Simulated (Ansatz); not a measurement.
Ansatz (a quantum-chemistry and plane-wave program) input:

Ansatz 0.2 input:
```yaml
crystal:
  periodic: [false, false, false]
  atoms:
    - {symbol: Ga, position_ang: [0.01689904, -0.00873099, -0.00419069]}
    - {symbol: Br, position_ang: [-0.12880347, 1.78881723, -1.41918807]}
    - {symbol: Br, position_ang: [0.16094210, -1.80716841, 1.41058475]}
basis:
  gaussian:
    orbitals: def2-TZVP
hamiltonian:
  xc: b3lyp
  dispersion: d3bj
total_charge: 1
relax: {f_tol: 0.002, max_steps: 150}
```

Question: What final total energy does it print?

Answer: -7073.07469 Eh (B3LYP-D3(BJ)/def2-TZVP). The basis has 144 functions. The run takes very roughly 40 core-seconds.

It need not be the lowest isomer of its formula.
